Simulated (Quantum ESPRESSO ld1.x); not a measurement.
F4+, configuration [He] 2s2 3d1 (not the ground configuration).

Method: non-relativistic Kohn-Sham, LDA (Slater exchange, Perdew-Zunger correlation), spin-polarised, spherical densities, point nucleus; open shells are filled with parallel spins first; computed with ld1.x of Quantum ESPRESSO 7.5.

Energy parts (hartree):
total: -88.8820
kinetic: 88.6443
electron-nucleus: -192.7867
Hartree: 21.7616
exchange-correlation: -6.5012

Orbitals (lengths in bohr, moments of r in powers of bohr; r(max) is where P^2 peaks; r(90%) holds 90 % of the orbital's charge):
orbital,occ.,eigenvalue (hartree),r(max),<1/r>,r(90%),<r>
1s down,1,-29.2473,0.1150,8.602,0.315,0.1764
1s up,1,-29.2472,0.1150,8.601,0.315,0.1764
2s up,1,-4.72309,0.6855,1.796,1.26,0.8177
2s down,1,-4.69246,0.6836,1.806,1.25,0.8133
2p up,0,-4.15467,0.5719,1.732,1.20,0.7376
2p down,0,-4.12966,0.5698,1.741,1.19,0.7324
3s up,0,-1.62534,1.966,0.6837,3.06,2.106
3s down,0,-1.54634,1.967,0.6753,3.10,2.128
3d up,1,-1.29822,1.627,0.6155,2.94,1.925
3d down,0,-1.22031,1.610,0.6144,2.99,1.942
4d up,0,-0.64814,4.038,0.3289,5.92,4.065
4d down,0,-0.62510,4.173,0.3178,6.12,4.209
4f up,0,-0.61478,3.172,0.3137,5.26,3.610
4f down,0,-0.57560,3.423,0.2932,5.63,3.868

The highest occupied level is 3d up at -35.326 eV. The configuration is held as typed, so some empty levels lie below it. Summed over all electrons, <r^2> = 5.932 bohr^2, which gives a Langevin (diamagnetic) susceptibility term of -4.7 x 10^-6 cm^3/mol.
